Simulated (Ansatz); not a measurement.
Compare A (`C=NC(F)[SiH3]`) with its isomer B (`C/C(F)=N/[SiH3]`).

Calculated with Ansatz (gas phase, PBE0-D4/def2-TZVP geometries, no zero-point term in ΔE). CCSD(T)/CBS is the MP2 limit (def2-TZVPP, def2-QZVPP) plus CCSD(T) − MP2 in def2-TZVPP, frozen cores. Functionals use def2-TZVPP. B3LYP here is the variant with VWN-RPA as its local correlation; programs differ in this. One conformer a species, not always the lowest.

A:

Z-matrix (Å, degrees):
```
C
N 1 1.405
Si 1 1.916 2 108.9
F 1 1.402 2 114.6 3 121.7
H 1 1.097 2 108.1 3 -119.7
C 2 1.262 1 121.4 3 -115.5
H 3 1.483 1 108.0 2 58.9
H 3 1.484 1 108.5 2 178.7
H 3 1.483 1 109.1 2 -61.5
H 6 1.088 2 118.4 1 178.6
H 6 1.092 2 123.4 1 -1.6
```

B:

Z-matrix (Å, degrees):
```
C
C 1 1.484
H 1 1.087 2 110.0
H 1 1.092 2 109.7 3 -121.2
H 1 1.092 2 109.7 3 121.2
F 2 1.363 1 109.8 3 180.0
N 2 1.237 1 127.8 3 -0.0
Si 7 1.734 2 131.3 1 180.0
H 8 1.487 7 115.1 2 0.2
H 8 1.484 7 107.0 2 121.6
H 8 1.484 7 107.0 2 -121.3
```

Q: Which is lower in electronic energy at CCSD(T)/CBS, and by how much? (Best estimate.)

A: Computed: B, by 139.9 kJ/mol.

Q: Give E(B) − E(A) in kJ/mol with CCSD/def2-TZVPP, LDA (SPW92), B3LYP, r2SCAN-D4, PBE-D4, BLYP-D4, CCSD(T)/def2-TZVPP. (An estimate is asked.)

A: Ansatz gave: CCSD/def2-TZVPP -141.1, LDA (SPW92) -140.5, B3LYP -142.5, r2SCAN-D4 -147.9, PBE-D4 -136.2, BLYP-D4 -135.2, CCSD(T)/def2-TZVPP -140.0. None reverses the order clearly.

Q: Does the order hold for the free energy at 298.15 K (harmonic terms from PBE0-D4)? (An estimate is asked.)

A: The calculation gave: Yes: G(B) − G(A) = -142.3 kJ/mol, for one conformer each. Modes under 60 cm⁻¹, often nearly free rotors, make the harmonic entropy too high.

Largest T1 diagnostic: 0.013.

At CCSD(T), def2-SVP lies +7.3 kJ/mol from the extrapolated value and def2-TZVPP −0.1 kJ/mol. Leaving LDA and LC-ωPBE aside and taking each functional with its dispersion term where it has one, the values, not all of them listed here, spread over 17.9 kJ/mol, from B97M-V to revPBE-D4. LDA lies −3.1 kJ/mol from PBE without D4.
